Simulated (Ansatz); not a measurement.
Ansatz (a first-principles code) input (CCSD(T)/aug-cc-pV(D+d)Z):
A basis named .json is the Basis Set Exchange file of that set.

Ansatz 0.2 input:
```yaml
crystal:
  periodic: [false, false, false]
  atoms:
    - {symbol: Si, position_ang: [-0.01747651, 0.01787335, 0.74815160]}
    - {symbol: Cl, position_ang: [1.14481131, 1.35055980, -0.31392892]}
    - {symbol: Cl, position_ang: [-1.13041889, -1.36527904, -0.30219592]}
basis:
  gaussian:
    orbitals: aug-cc-pV_D+d_Z.json
magnetization: {spin_polarized: true, initial_magnetization: 2}
correlation: {method: ccsd_t, electrons: outside_noble_gas}
output: {forces: true}
```

End of the output:

```
integrals: 0.19 GiB planned
948 factors; integrals over basis functions are off by at most 3.7e-4 eV
mean field: 0.46 GiB planned
mean field evaluation 1: about -32868.9875 eV, gradient 1.0e1 eV
mean field evaluation 2: about -32868.9896 eV, gradient 1.0e1 eV
mean field evaluation 4: about -32870.3002 eV, gradient 2.3e0 eV
mean field evaluation 8: about -32870.4255 eV, gradient 1.2e-1 eV
mean field evaluation 16: about -32870.4011 eV, gradient 8.1e-1 eV
mean field evaluation 32: about -32867.0135 eV, gradient 1.2e-2 eV
mean field -32870.42593303 eV, -1207.9658726640 hartree, gradient 2.8e-6 eV, S^2 2.007117; 1 other end points of the search recorded, 0 dependent functions left out
determinant -32870.42593303 eV, -1207.9658726640 hartree, with singles and doubles -32880.98683179 eV, -1208.3539785350 hartree
determinant -32867.01353327 eV, -1207.8404692856 hartree, with singles and doubles -32878.02867744 eV, -1208.2452683676 hartree
15 core orbitals not correlated
reference -32870.42593303 eV, -1207.9658726640 hartree; 10, 8 occupied and 71, 73 virtual orbitals, 948 factors
densities: 0.84 GiB planned
second order -9.69167440 eV of doubles, -0.00000000 eV of singles
coupled cluster: 0.58 GiB planned
cycle   1  -10.56361331 eV  change   -2.2e-1 eV  update   2.2e-2
cycle   2  -10.58649976 eV  change   -2.3e-2 eV  update   6.2e-3
cycle   3  -10.59021231 eV  change   -3.7e-3 eV  update   2.7e-3
cycle   4  -10.59136646 eV  change   -1.2e-3 eV  update   1.0e-3
cycle   5  -10.59163025 eV  change   -2.6e-4 eV  update   4.7e-4
cycle   6  -10.59188632 eV  change   -2.6e-4 eV  update   2.2e-4
cycle   7  -10.59192066 eV  change   -3.4e-5 eV  update   8.4e-5
cycle   8  -10.59192117 eV  change   -5.1e-7 eV  update   3.4e-5
cycle   9  -10.59191924 eV  change    1.9e-6 eV  update   1.3e-5
cycle  10  -10.59191826 eV  change    9.8e-7 eV  update   4.7e-6
cycle  11  -10.59191793 eV  change    3.3e-7 eV  update   1.8e-6
cycle  12  -10.59191746 eV  change    4.7e-7 eV  update   7.1e-7
perturbative correction -0.36103435 eV, -0.0132677675 hartree
the calculation of the forces begins
Total energy: -32881.37888484 eV, -1208.3683862187 hartree
Atom 0 at    -0.017477     0.017873     0.748152 Å, force    -0.008005     0.008187     0.342682 eV/Å
Atom 1 at     1.144811     1.350560    -0.313929 Å, force     0.191203     0.219359    -0.172306 eV/Å
Atom 2 at    -1.130419    -1.365279    -0.302196 Å, force    -0.183198    -0.227546    -0.170375 eV/Å
Dipole moment:    -0.003729     0.003814     0.159651 e Å
```

This is an excited triplet: at this geometry the singlet lies 2.12 eV lower at RI-MP2/CBS(aug-cc-pV(T+d)Z,aug-cc-pV(Q+d)Z)+[CCSD(T)-MP2]/aug-cc-pV(T+d)Z.
